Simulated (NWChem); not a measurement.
Molecule: SiH4SO; SMILES O[SiH2]S

```xyz
7

Si    -0.5442     0.5634     0.0022
O      0.6628     1.7047     0.0206
S      0.1850    -1.4538    -0.0425
H     -1.3325     0.8321     1.2310
H     -1.3901     0.6349    -1.2244
H      1.3051     1.6612    -0.6948
H      0.7734    -1.3927     1.1729
```
Atoms are numbered in this order, from 1.

The geometry was optimised at PBE0/def2-SVP.

 States above −ε(HOMO) = 6.5 eV lie in this functional's continuum and hang on the basis.

Task: List the 6 lowest vertical singlet excitations from PBE/def2-SVPD, full TDDFT (NWChem).

Result: 
| state | energy (eV) | oscillator strength | leading excitation (squared amplitude) |
|---|---|---|---|
| S1 | 5.79 | 0.046 | HOMO → LUMO (0.95) |
| S2 | 6.05 | 0.015 | HOMO → LUMO+1 (0.94) |
| S3 | 6.35 | 0.024 | HOMO → LUMO+2 (0.99) |
| S4 | 6.77 | 0.016 | HOMO−1 → LUMO (0.99) |
| S5 | 7.02 | 0.004 | HOMO−1 → LUMO+1 (0.95) |
| S6 | 7.10 | 0.005 | HOMO → LUMO+4 (0.66) |
